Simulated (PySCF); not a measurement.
Isomers of CH6B2O. Gas-phase values, no solvent. One relaxed conformer stands for each flexible species; it need not be the lowest. Strings in code marks are SMILES.

These are B3LYP-D3(BJ)/def2-TZVP in PySCF values and carry that method's errors. All candidates: neutral, multiplicity 1. B3LYP has the VWN-RPA correlation part, as in Gaussian. Delta-SCF ions had no search for a lower state. Excitations are Tamm–Dancoff values on a coarser integration grid. The basis has no diffuse functions, so Rydberg states are missing or too high.

| Quantity | Value |
|---|---|
| vertical ionisation energy (Delta-SCF) | 10.51 eV |
| LUMO | -2.05 eV |
| S1 excitation (TDA) | 4.86 eV |

Task: Which member has these values?
A) `BCBO`
B) `BC(B)O`
C) `BBCO`
D) `BB(C)O`

Result: B, `BC(B)O`. The others give `BBCO`: 10.04 eV, -2.00 eV, 4.49 eV; `BB(C)O`: 10.08 eV, -1.85 eV, 4.42 eV; `BCBO`: 10.91 eV, -1.75 eV, 5.67 eV
